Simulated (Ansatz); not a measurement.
A set of 12 reactions (ligand exchange), with CCSD(T)/CBS values in kJ/mol:

| reaction | ΔE |
| --- | --- |
| `[AlH2][GeH3]` + `O[Si](F)(Cl)Cl` → `F[Si](Cl)(Cl)[O][GeH3]` + `[AlH3]` | -14.6 |
| `[CH3][Al]([OH])[SiH3]` + CH₃OH → `C[O][Al]([CH3])[OH]` + SiH₄ | -132.1 |
| `C[SiH2][GeH2][CH3]` + PH₃ → `C[SiH2][GeH2][PH2]` + CH₄ | -47.9 |
| `BC[SiH2]BO` + `NB(O)Cl` → `BOB(N)Cl` + `C[SiH2]BO` | -97.7 |
| `C=CC[SiH](F)F` + `O[SiH2]O` → `O[SiH2]O[SiH](F)F` + `C=CC` | -132.5 |
| `O=C[SiH]([SiH3])[SiH3]` + `NN` → `NN[SiH3]` + `O=C[SiH2][SiH3]` | -26.9 |
| `N[SiH2]CF` + `[SiH3][SeH]` → `N[SiH2][Se][SiH3]` + `CF` | -98.0 |
| `C#C[SiH](C)Cl` + CH₃OH → `C#C[SiH](C)OC` + HCl | -1.1 |
| `C[S][Al]([NH2])[F]` + NH₃ → `[NH2][Al]([NH2])[F]` + CH₃SH | 17.6 |
| `C[Si](F)(F)C=O` + `N=C=O` → `C[Si](F)(F)N=C=O` + `C=O` | -129.3 |
| `[NH2][Ge]([F])([F])[F]` + HBr → `[F][Ge]([F])([F])[Br]` + NH₃ | -40.1 |
| `C[CH2][GaH][NH2]` + H₂Se → `[NH2][GaH][SeH]` + `CC` | -124.1 |

Calculated with Ansatz (gas phase, PBE0-D4/def2-TZVP geometries, no zero-point term in ΔE). CCSD(T)/CBS adds triple-zeta CCSD(T) − MP2 to the extrapolated MP2 energy (def2 sets, frozen cores). This one scheme is used for every species. DFT in def2-TZVPP. B3LYP here is the variant with VWN-RPA as its local correlation; programs differ in this. For Br, Ga, Ge, Se outer-core shells are correlated without core-valence functions, which leaves a few kJ/mol of doubt a bond. Scalar relativity is left out up to krypton. One conformer a species, not always the lowest.

(1) Give the mean, mean absolute and largest difference (level minus CCSD(T)/CBS, kJ/mol) for: r2SCAN-D4, PBE0-D4, ωB97X-V, B2PLYP, PBE, PBE0, B3LYP, HF/def2-TZVPP, MP2/def2-TZVPP, CCSD(T)/def2-TZVPP, HF/def2-QZVPP, MP2/def2-QZVPP, MP2/CBS(def2), CCSD/CBS(def2). (Estimate.)

The largest T1 diagnostic in the set is 0.018, for `N=C=O` (customary mark 0.02).

CCSD(T)/CBS is a level of theory with its own doubt, and the functionals carry their triple-zeta basis error, so these figures describe this set and don't rank the functionals.

## Answers

(1) Ansatz gave: 
| level | mean | mean absolute | largest |
| --- | --- | --- | --- |
| r2SCAN-D4 | 0.7 | 3.8 | -6.7 |
| PBE0-D4 | 4.5 | 7.8 | 16.1 |
| ωB97X-V | 0.3 | 2.5 | 7.5 |
| B2PLYP | -2.9 | 4.0 | -7.5 |
| PBE | 8.4 | 11.3 | 22.1 |
| PBE0 | 5.0 | 7.9 | 16.8 |
| B3LYP | -1.4 | 4.8 | 12.5 |
| HF/def2-TZVPP | -12.3 | 14.8 | -24.8 |
| MP2/def2-TZVPP | -3.5 | 3.8 | -11.0 |
| CCSD(T)/def2-TZVPP | -0.4 | 2.0 | -4.2 |
| HF/def2-QZVPP | -13.3 | 15.7 | -27.7 |
| MP2/def2-QZVPP | -3.5 | 4.0 | -10.5 |
| MP2/CBS(def2) | -3.0 | 4.3 | -9.4 |
| CCSD/CBS(def2) | -1.3 | 2.2 | -3.7 |
